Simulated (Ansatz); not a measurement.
Consider the redistribution: `CC(C)(C)[O][Ga]([Cl])[Cl]` + `C[O][Ge]([CH3])([CH3])[O][SiH3]` → `[SiH3][O][Ga]([Cl])[Cl]` + `C[O][Ge]([CH3])([CH3])[O]C(C)(C)C`.

Isolated molecules relaxed with PBE0-D4/def2-TZVP in Ansatz; ΔE leaves out vibrations. CCSD(T)/CBS adds triple-zeta CCSD(T) − MP2 to the extrapolated MP2 energy (def2 sets, frozen cores). DFT in def2-TZVPP. B3LYP here is the variant with VWN-RPA as its local correlation; programs differ in this. HSE06 is defined as in plane-wave codes. For Ga, Ge outer-core shells are correlated without core-valence functions, which leaves a few kJ/mol of doubt a bond. Scalar relativity is left out up to krypton. One conformer a species, not always the lowest.

| level | ΔE (kJ/mol) | difference from CCSD(T)/CBS |
| --- | --- | --- |
| LDA (SPW92) | 18.8 | 2.2 |
| PBE-D4 | 19.2 | 2.6 |
| revPBE-D4 | 19.0 | 2.4 |
| BLYP-D4 | 19.4 | 2.8 |
| r2SCAN-D4 | 17.2 | 0.6 |
| B97M-V | 17.0 | 0.4 |
| PBE0-D4 | 16.3 | -0.3 |
| B3LYP-D4 | 17.0 | 0.4 |
| r2SCANh-D4 | 16.3 | -0.3 |
| HSE06-D4 | 16.4 | -0.2 |
| BHLYP-D4 | 14.2 | -2.4 |
| CAM-B3LYP-D4 | 15.4 | -1.2 |
| ωB97X-V | 14.2 | -2.4 |
| ωB97M-V | 14.2 | -2.4 |
| B2PLYP | 16.2 | -0.4 |
| PBE-QIDH | 14.7 | -1.9 |
| PBE | 19.9 | 3.3 |
| revPBE | 20.4 | 3.8 |
| PBE0 | 16.9 | 0.3 |
| B3LYP | 17.3 | 0.7 |
| r2SCANh | 17.0 | 0.4 |
| r2SCAN0 | 15.6 | -1.0 |
| HSE06 | 16.9 | 0.3 |
| BHLYP | 14.1 | -2.5 |
| CAM-B3LYP | 15.9 | -0.7 |
| LC-ωPBE | 16.2 | -0.4 |
| HF/def2-SVP | 12.4 | -4.2 |
| MP2/def2-SVP | 13.7 | -2.9 |
| CCSD/def2-SVP | 13.2 | -3.4 |
| CCSD(T)/def2-SVP | 13.6 | -3.0 |
| HF/def2-TZVPP | 11.7 | -4.9 |
| MP2/def2-TZVPP | 14.0 | -2.6 |
| SCS-MP2/def2-TZVPP | 13.8 | -2.8 |
| CCSD/def2-TZVPP | 13.0 | -3.6 |
| CCSD(T)/def2-TZVPP | 13.7 | -2.9 |
| HF/def2-QZVPP | 12.0 | -4.6 |
| MP2/def2-QZVPP | 15.8 | -0.8 |
| SCS-MP2/def2-QZVPP | 15.4 | -1.2 |
| MP2/CBS(def2) | 16.9 | 0.3 |
| CCSD/CBS(def2) | 15.9 | -0.7 |
| CCSD(T)/CBS | 16.6 | 0 |

Largest T1 diagnostic among the species: 0.012.

At CCSD(T), def2-SVP lies −3.0 kJ/mol from the extrapolated value and def2-TZVPP −2.9 kJ/mol. From BLYP to BHLYP (50 % exact exchange), in def2-TZVPP and without D4, ΔE moves by −5.8 kJ/mol. Leaving LDA and LC-ωPBE aside and taking each functional with its dispersion term where it has one, the values spread over 5.2 kJ/mol, from BHLYP-D4 to BLYP-D4.
